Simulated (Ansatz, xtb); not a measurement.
**C3H5FGe: which of two isomers lies lower**

Structure a: `C#C[C@@H](F)[GeH3]`, a singlet. Structure b: `FC#C[CH2][GeH3]`, a singlet. Both are isolated molecules in the gas phase, relaxed with r2SCAN-D4/def2-SVP.

a (Å):

```xyz
10

C     2.6305    2.5616   -0.3909
C     1.6943    1.8024   -0.5516
C     0.5666    0.9032   -0.6780
F     0.9508   -0.3294   -1.2122
Ge   -0.2529    0.5311    1.0996
H     3.4590    3.2337   -0.2628
H    -0.1950    1.3387   -1.3509
H    -1.4105   -0.4517    0.8824
H    -0.7666    1.8445    1.7033
H     0.8274   -0.0926    1.9863
```

b (Å):

| atom | x (Å) | y (Å) | z (Å) |
| --- | --- | --- | --- |
| C | -1.6275 | 0.9158 | 0.0511 |
| C | -0.5197 | 1.3245 | -0.2194 |
| C | 0.8369 | 1.7624 | -0.4899 |
| F | -2.8131 | 0.5058 | 0.3139 |
| Ge | 2.1519 | 0.7727 | 0.6078 |
| H | 1.0972 | 1.6140 | -1.5521 |
| H | 0.9557 | 2.8390 | -0.2783 |
| H | 2.0467 | -0.7237 | 0.2862 |
| H | 3.5678 | 1.2778 | 0.2832 |
| H | 1.8428 | 1.0084 | 2.0919 |

Energies in hartree; the thermal terms are from GFN2-xTB frequencies at re-optimised GFN2-xTB minima (ideal gas, soft modes damped towards free rotors, one conformer each, 298.15 K, 1 atm) and include the zero-point energy:

```
                               a            b
E, CCSD(T)/def2-SVP  −2291.656538  −2291.647943
    E, MP2/def2-SVP  −2291.597687  −2291.590446
  E, MP2/def2-TZVPP  −2292.292903  −2292.280672
  zero-point energy      0.058761      0.059588
       H(298 K) − E      0.067000      0.067999
       G(298 K) − E      0.026812      0.027191
```

**Question.** Correct the CCSD(T) difference for the basis set by the MP2 change, then work out ΔE, ΔE₀, ΔH and ΔG for a → b in kcal/mol (1 Eh = 627.51 kcal/mol) and the equilibrium ratio [b]/[a].

**Answer.** 1. Differences b − a: CCSD(T) +0.008595, MP2 in the small set +0.007241, MP2 in the large set +0.012231 Eh.
2. ΔE = +0.008595 + (+0.012231 − (+0.007241)) = +0.013585 Eh = +8.52 kcal/mol.
3. ΔE₀ = ΔE + ΔZPE = +0.013585 + (+0.000827) Eh = +9.04 kcal/mol.
4. ΔH = ΔE + (+0.000999) Eh = +9.15 kcal/mol.
5. ΔG = ΔE + (+0.000379) Eh = +8.76 kcal/mol, so ΔS = (ΔH − ΔG)/T = +5.5 J/(mol K).
6. kT = 0.9442 mEh, so K = [b]/[a] = exp(−ΔG/kT) = exp(−14.79) ≈ 3.8 × 10^−7.

Structure a is favoured at this temperature. An error of 1 kcal/mol in ΔG would change K by a factor of 5.4. The basis-set step is large, which makes the value less sure. GFN2-xTB found them nearly level. HF/STO-3G gave ΔE the other sign. Mirror images and further conformers aren't counted.

As drawn, both hold the same kinds of bond in the same numbers.

Other levels gave ΔE = +0.1 (GFN2-xTB); −6.8 (HF/STO-3G, GFN2-xTB geometries); +4.6 (r2SCAN-D4/def2-SVP//GFN2-xTB); +4.7 (r2SCAN-D4/def2-SVP); +6.4 (HF/def2-SVP); +4.5 (MP2/def2-SVP); +5.4 (CCSD(T)/def2-SVP) kcal/mol. The correlated steps freeze 13 core orbitals; the filled d shell of Ge is correlated, in a basis made for valence electrons. Programs: Ansatz 0.2.0, xtb 6.7.1.
